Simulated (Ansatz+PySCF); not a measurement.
singlet BeH₂: levels of theory in one basis

```csv
atom,x (Å),y (Å),z (Å)
H,0.0000,0.0000,-1.4462
Be,0.0000,0.0000,0.0000
H,0.0000,0.0000,1.4462
```

Basis set: def2-SVP (spherical functions). All electrons are correlated. Charge 0, multiplicity 1.

Computed with Ansatz (development build ahead of 0.2.0); each method stands on the lowest determinant of its kind that the runs found. NEVPT2 correlates all electrons. Active spaces start from the frontier orbitals, and the lowest solution found is given.

```
     method  E − E(RHF) (eV)  <S²> of the determinant
        RHF             0.00                     0.00
    RHF-MP2            -1.19                        –
   RHF-CCSD            -1.59                        –
RHF-CCSD(T)            -1.60                        –
CASSCF(4,6)            -1.09                        –
```

Task: What does SC-NEVPT2(4,6) give on the same scale?

Result: -1.42 eV. NEVPT2 here correlates all electrons, so it doesn't share the others' frozen core.

Task: Is a single determinant a sound starting point here?

Result: By this sign, yes. Unrestricted orbitals gain 0.00 eV and <S²> is 0.00 against 0.00 for a pure state. The CASSCF(4,6) natural occupations are 1.97, 1.97, 0.03, 0.02, 0.01, 0.01.

Caution for CASSCF(4,6): other starts end on other solutions of this active space.
